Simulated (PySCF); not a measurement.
# Polarisability and C₆ of Tc (technetium, neutral)

[Kr] 4d5 5s1 5p1, high-spin 8P determinant (an excited configuration). Calculation: PySCF 2.14, in def2-TZVPPD with the def2 core potential (28 electrons) (6s4p3d2f1g, 56 functions); scalar relativity through the core potential. Coupled (time-dependent) response in atomic units; α is the mean over directions.

```csv
method,mean α (bohr³),"α xx, yy, zz",C₆ (like pair),S(−4)
UHF,57.98,"56.68, 60.60, 56.68",578.2,1715
PBE,55.50,"45.74, 75.01, 45.74",531.6,1833
PBE0,55.47,"48.04, 70.34, 48.04",537.2,1723
```

S(−4) is the Cauchy moment in α(ω) = α(0) + S(−4) ω² + …

Spin-orbit coupling is absent.

α(iu) at PBE:

```tsv
u (hartree)	α(iu) (bohr³)
0	55.50
0.0500	51.43
0.100	43.13
0.200	29.04
0.300	20.67
0.500	12.41
0.750	8.040
1.00	5.851
1.50	3.605
2.00	2.446
3.00	1.315
5.00	0.5418
```

A single London oscillator, α(iu) = α/(1 + u²/ω²), gives C₆ = (3/4) ω α². Matching the computed C₆ needs ω = 4 × 531.6 / (3 × 55.50²) = 0.230 hartree.

The components differ because the open shell of this determinant is not spherical; for a pure term their mean is the scalar polarisability.

Energies and moments cover only the electrons outside the core potential.
